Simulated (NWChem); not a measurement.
A series in which one site is exchanged, each optimised at PBE0/def2-SVP with NWChem, gas phase unless a solvent is named. 

A: [OH][AlH2] (AlH$_{3}$O; site = Al)
B: [OH][GaH2] (GaH₃O; site = Ga)
C: BO (BH₃O; site = B)

| quantity | A | B | C |
|---|---|---|---|
| orbital gap (eV), PBE0/def2-SVP | 7.44 | 7.35 | [?] |
| highest harmonic frequency (cm⁻¹), PBE0/def2-SVP | 3984 | 3918 | [?] |
| static polarisability, B3LYP/def2-SVPD (bohr³) | 33.7 | 35.3 | [?] |

Some entries are withheld; supply them.


- orbital gap (eV), PBE0/def2-SVP, C: 8.54
- highest harmonic frequency (cm⁻¹), PBE0/def2-SVP, C: 3901
- static polarisability, B3LYP/def2-SVPD (bohr³), C: 21.6
